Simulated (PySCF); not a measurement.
## NMR problem set

All values are calculated (PySCF 2.14.0 with density-fitted response routines): shielding tensors at PBE0/pcSseg-1 (GIAO), GFN2-xTB geometry. A single conformation, relativity neglected, no solvent model, fast rotation and ring inversion assumed for equivalent nuclei.

Shifts are taken against calculated references (same method and geometry level): ¹H (31.72 ppm) and ¹³C (186.93 ppm) against TMS. Splittings of carbon signals by F and P are missing where no couplings were computed. Where no couplings were computed, multiplicities follow the n + 1 count of equivalent neighbours, and m marks all less simple cases (inequivalent or close neighbours, rings, F or P nearby). Shifts are as computed. Against solution values, carbons near 30 ppm lie about +3 ppm off and those near 130 ppm about +5 ppm. Of 1309 compounds with measured shifts, 239 miss one by over three times the rms of a fit or turn the order of signals round; such compounds aren't used in these exercises.

**Question.** C4H6FNSi. ¹H NMR (300 MHz, computed): δ 4.33 (s, 3H), 2.17 (s, 3H). ¹³C{¹H} NMR (computed): δ 145.0, 137.0, 117.9, 18.0. Identify the compound.

**Answer.** `C/C([SiH3])=C(\F)C#N`. The formula gives 3 degrees of unsaturation (no ring in the answer). 4 carbon signals for 4 carbons: no two carbons are equivalent. Carbon types of the structure: 3 × C, 1 × CH3, leaving 3 H on heteroatoms. δC 145.0, 137.0: fully substituted alkene carbon; an sp2 carbon of a C=C bond. δC 117.9: nitrile carbon; typical of a nitrile. δC 18.0: allylic methyl carbon; aliphatic region, no heteroatom directly attached. δH 2.17: hydrogen on an allylic methyl carbon; allylic position.

The data come from this structure; uniqueness wasn't tested.

**Question.** C4H6FNSi. ¹H NMR (600 MHz, computed): δ 6.48 (m, 1H), 6.48 (m, 1H), 5.36 (m, 2H), 4.69 (d, 2H). ¹³C{¹H} NMR (computed): δ 158.0 (CH), 122.9 (C), 121.5 (CH), 87.5 (CH2). What is it?

**Answer.** SMILES C(/[SiH2]C#N)=C\CF. Rings plus π bonds: 3 (no ring in the answer). 4 carbon signals for 4 carbons: no two carbons are equivalent. Carbon types of the structure: 1 × C, 2 × CH, 1 × CH2, leaving 2 H on heteroatoms. δC 158.0, 121.5: alkene CH; an sp2 carbon of a C=C bond. δC 122.9: nitrile carbon; this is the usual window of a C≡N carbon, which has no attached hydrogen. δC 87.5: allylic sp3 CH2 bonded to F; pulled downfield by the heteroatom. δH 5.36: hydrogen on an allylic sp3 CH2 bonded to F; its carbon carries F, hence the downfield position.

The shifts were computed for this structure.

**Question.** C4H6FNSi. ¹H NMR (400 MHz, computed): δ 5.49 (m, 1H), 4.29 (d, 3H), 3.19 (m, 2H). ¹³C{¹H} NMR (computed): δ 172.9, 118.9, 100.7, 22.3. Give a structure.

**Answer.** SMILES C(/CC#N)(F)=C/[SiH3]. The formula gives 3 degrees of unsaturation (no ring in the answer). 4 carbon signals for 4 carbons: no two carbons are equivalent. Carbon types of the structure: 2 × C, 1 × CH, 1 × CH2, leaving 3 H on heteroatoms. δC 172.9: fully substituted alkene carbon. δC 118.9: nitrile carbon; typical of a nitrile. δC 100.7: alkene CH; an sp2 carbon of a C=C bond. δC 22.3: allylic sp3 CH2; saturated and bonded to C and H only.

The data come from this structure; uniqueness wasn't tested.
